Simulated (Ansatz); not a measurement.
**A barrier at the coupled-cluster level**

Start structure (SiH4F4, singlet), relaxed at PBE0-D4/def2-TZVP:

```xyz
9
angstrom
Si -1.2461 0.2526 -0.4020
H -1.3666 1.0970 0.7922
F -0.4253 -1.0846 -0.0074
F -2.6943 -0.2771 -0.7787
H -0.6448 0.8312 -1.6093
H 1.8172 0.4935 0.4913
F 1.3165 1.2513 0.2577
H 1.1839 -1.3996 0.5101
F 2.0593 -1.1643 0.7463
```

The step: SiH₂F₂ ([F][SiH2][F]) + HF + HF → SiHF₃ ([F][SiH]([F])[F]) + HF + H₂; bonds formed: Si1–F7, H2–H8, H6–F9; bonds broken: Si1–H2, H6–F7, H8–F9. Ansatz 0.2.0; basis: def2-TZVPP and def2-QZVPP; cores frozen in the correlated methods. Extrapolation: Hartree–Fock as exp(−7.88 √X), correlation as X^−2.97. Energies below are by CCSD(T) at an estimated basis limit (MP2 extrapolated from triple and quadruple zeta, plus CCSD(T) − MP2 in triple zeta).

Q: What are the electronic barrier and the energy of the step, from the start structure to the end structure? (Judge from chemistry; the value comes from the calculation.)

A: The calculation gives: Barrier 142.6 kJ/mol; step energy -102.8 kJ/mol (downhill); reverse barrier, their difference, 245.4 kJ/mol. Barrier and step energy count from the start structure, the reverse barrier from the end structure.

The saddle point: One imaginary mode of 1060i cm⁻¹.
| pair | start (Å) | saddle (Å) | end (Å) |
| --- | --- | --- | --- |
| Si1–F7 | 2.83 | 1.84 | 1.59 |
| H2–H8 | 3.58 | 0.96 | 0.75 |
| H6–F9 | 1.69 | 1.10 | 0.92 |
| Si1–H2 | 1.47 | 1.64 | 3.50 |
| H6–F7 | 0.94 | 1.19 | 1.88 |
| H8–F9 | 0.94 | 1.19 | 2.66 |

Zero-point energy (harmonic, PBE0-D4): ZPE is 125.3 kJ/mol at the start and 116.6 kJ/mol at the saddle, so the barrier goes from 142.6 to 134.0 kJ/mol.

T1 diagnostic: at most 0.013.

Labels in which every atom is bracketed show which atoms are joined, not bond orders.

For scale, one of the runs: CCSD(T)/def2-TZVPP, 222 basis functions, launched by `ansatz run in.yaml --threads 4 --pin off --events-out ev --progress --plain --max-ram 9574MiB`. Hardware: 4 CPU threads of an Arm Neoverse V2, shared host. Wall time 100 s; peak host memory 3.9 GiB.
